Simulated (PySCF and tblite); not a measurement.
Values are calculated unless marked as measured or tabulated.
System: C₄H₄F₃N₃O, numbered as in [CH3:1][c:2]1[n:3][nH:4][c:5]([O:6][C:7]([F:8])([F:9])[F:10])[n:11]1.

For the shift of H on N4 from N4 to N3: electronic barrier 51.93 kcal/mol, zero-point change -4.46 kcal/mol, thermal and entropy terms at 400 K a further -0.36 kcal/mol (symmetry numbers apart). The minimum is Cs, the saddle C1. Level: PBE0/pcSseg-1 + D3(BJ) on PBE0-D3(BJ)/def2-SVP stationary points, with GFN2-xTB thermal terms. Rates follow Eyring's equation with the number of equivalent paths and no tunnelling. Programs: tblite and PySCF.

Task: How many equivalent paths lead out of the minimum?

Result: 2: the symmetry number of the minimum is 1, that of the saddle displaced along its mode 1, and the displaced saddle is chiral while the minimum is not, which doubles the count.

Task: Work out the rate at 400 K.

Result: ΔG‡ = 47.11 kcal/mol; k_B T/h = 8.3×10¹² s⁻¹; exp(−ΔG‡/RT) = 1.8×10⁻²⁶; times 2 gives k = 3.1×10⁻¹³ s⁻¹.

Tunnelling of the moving H, left out here, will speed the real process. In real samples such hydrogens mostly exchange between molecules or through solvent, far faster than by this path.
